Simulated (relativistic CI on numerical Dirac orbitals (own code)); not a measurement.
Eu XXX: sensitivity of the levels to the model

Base calculation: Dirac-Coulomb-Breit CI, separate exchange-only KLI orbitals for each configuration, QED by a radiative potential, unscaled Slater integrals.

Configurations in the expansion (outside the closed core [Ar] 3d10): 4s2.4p4, 4s.4p5, 4s2.4p3.4d, 4p6, 4s.4p4.4d, 4s2.4p3.4f, 4s.4p4.4f, 4p5.4d, 4s.4p3.4d2, 4s2.4p2.4d.4f, 4p5.4f, 4s2.4p3.5s, 4p4.4d.4f, 4p5.5s, 4s2.4p3.5p, 4s.4p3.4f2, 4s.4p3.4d.5s, 4s2.4p2.4f.5s, 4s.4p4.5s, 4s2.4p3.5d, 4s.4p4.5p, 4s2.4p3.5f, 4s2.4p3.5g, 4s.4p4.5d, 4p4.4f.5s, 4s2.4p3.6s, 4s.4p4.5f, 4s2.4p2.4d2, 4s2.4p.4d3, 4s.4p2.4d3, 4s2.4p.4d2.4f, 4s.4p2.4d2.4f, 4s2.4p.4d2.5s, 4p4.4d2, 4p3.4d3, 4p3.4d2.4f, 4p3.4d2.5s, 4s2.4p2.4d.5s, 4s.4p2.4d2.5s, 4s2.4p.4d.4f.5s, 4s.4p2.4d.4f.5s, 4s2.4p.4d.5s2, 4p4.4d.5s, 4p3.4d.4f.5s, 4p3.4d.5s2, 4s2.4p2.5s2, 4s.4p2.4d.5s2, 4s2.4p.4f.5s2, 4s.4p2.4f.5s2. Double excitations out of closed p, d and f shells are left out; levels of such configurations are missing from the list, as are those of other unlisted configurations, and high levels can miss mixing partners. These lack a partner that the ground configuration has and come out too high: 4s2.4p3.5p, 4s2.4p3.5d, 4s.4p4.5p, 4s2.4p3.5f, 4s2.4p3.5g.

The lowest level and the first level of each name with at least 55 % of one term (blank where a level has no safe partner in the second run):

```csv
Level,Base (cm⁻¹),Shift (cm⁻¹)
4s2.4p4 3P_2,0,0
4s2.4p4 1S_0,56590,-5072
4s2.4p4 3P_1,299725,+1594
4s2.4p4 1D_2,329797,-1294
4s2.4p4 3P_0,654286,-2105
4s.4p5 3P°_2,857107,+12534
4s2.4p3.4d 3D°_1,1109524,
4s.4p5 3P°_0,1148679,+12974
4s2.4p3.4d 3G°_4,1245207,+3981
4s2.4p3.4d 3G°_5,1309611,+3421
4s.4p4.4d 5F_5,1830436,+13440
```

At this charge energies of transitions that change n are usually good to better than 1 %, and those within a shell (Δn = 0) to a few per cent.

Question: One thing was changed in a second run, which moved the levels as shown. Which?
A. QED terms removed
B. one mean potential for all configurations
C. valence Slater integrals scaled by 0.9
D. configuration mixing switched off
E. Breit term removed

Answer: C. Valence Slater integrals scaled by 0.9. Scaling acts on the splittings between terms and on the mixing, and leaves the fine structure of pure LS terms nearly alone; in jj coupling it moves the levels of one term differently.

LS names give the leading component of a level, which can be under half, so a name can repeat, a term be missing and a line seem to break the LS rules.
